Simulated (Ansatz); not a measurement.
Ideal-gas functions of `S[CH2][Al]([SH])[Cl]` at 400 K and 1 bar, from an Ansatz frequency run at PBE0-D4/def2-TZVP.

Molar mass 142.61 g/mol, point group C1 (symmetry number 1), electronic degeneracy 1, moments of inertia 266.704, 336.269, 530.888 u Å². Harmonic wavenumbers (cm⁻¹, unscaled): 81, 112, 137, 163, 190, 205, 338, 405, 531, 595, 630, 688, 723, 823, 1042, 1118, 1401, 2702, 2712, 3111, 3191.

Use S(trans) = R[1.5 ln M + 2.5 ln T − 1.1517]; rotational temperatures θ = 24.2544 K / I; S(rot) = R[ln(√π/σ · √(T³/θAθBθC)) + 1.5]; for each mode x = 1.438777 ν̃/T, S = R[x/(eˣ − 1) − ln(1 − e⁻ˣ)] and H = RT x/(eˣ − 1); 1 cm⁻¹ = 0.0119627 kJ/mol; R = 8.31446 J/(mol·K).

By hand: the entropy, in J/(mol·K).

Translation 176.8. Rotation: θ = 0.0909, 0.0721, 0.0457 K, giving 125.7. Vibration, mode by mode: 18.60, 15.93, 14.28, 12.87, 11.64, 11.03, 7.18, 5.88, 4.09, 3.41, 3.09, 2.62, 2.38, 1.79, 0.95, 0.76, 0.33, 0.01, 0.01, 0.00, 0.00, in all 116.9. Electronic 0.0. Sum 419.4 J/(mol·K).

By hand: H − E and G − E in kJ/mol, counted from the electronic energy.

Zero-point energy ½ × 20898 × 0.0119627 = 125.0; thermal vibration 23.9; translation, rotation and pV give 4 RT = 13.3. H − E = 162.2 kJ/mol, and G − E = 162.2 − 400 × 419.4/1000 = -5.6 kJ/mol.

Vibration gives 28 % of the entropy, 48.8 J/(mol·K) of it from the modes under 150 cm⁻¹: soft modes count most, and the harmonic formula is weakest for them. The sum counts one conformer and one mirror image; others add a mixing term.
